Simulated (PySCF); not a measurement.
## Zirconium: a sound run and one with changed settings

Sound run: Zr [Kr] 4d2 5s2, Zr⁺ [Kr] 4d2 5s1. All numbers are calculated (PySCF 2.14, scalar relativity through the core potential, in cc-pVTZ-PP with ECP28MDF (5s5p4d2f1g, 63 functions)). The sound run starts from symmetry-adapted Hartree-Fock orbitals and uses a fine grid where one is needed.

Changed run: basis STO-3G, all-electron and non-relativistic. This setting is unsound on purpose.

```
species  method  sound run (hartree)  changed run (hartree)  converged
     Zr     UHF            -46.30548            -3503.03532        yes
     Zr    MN15            -46.67059            -3501.65096        yes
     Zr    TPSS            -46.74014            -3504.45722        yes
    Zr⁺     UHF            -46.11498            -3502.95330        yes
    Zr⁺    MN15            -46.41847            -3501.49545        yes
    Zr⁺    TPSS            -46.50891            -3504.31416        yes
```

Ionisation energy of Zr:

```tsv
method	sound run (eV)	changed run (eV)
UHF	5.184	2.232
MN15	6.861	4.232
TPSS	6.292	3.893
```

A minimal basis cannot let orbitals breathe on ionisation and holds almost no correlation. The Hamiltonian changed with the basis, so the totals do not compare.

For comparison, NIST gives 6.634 eV between the lowest levels.
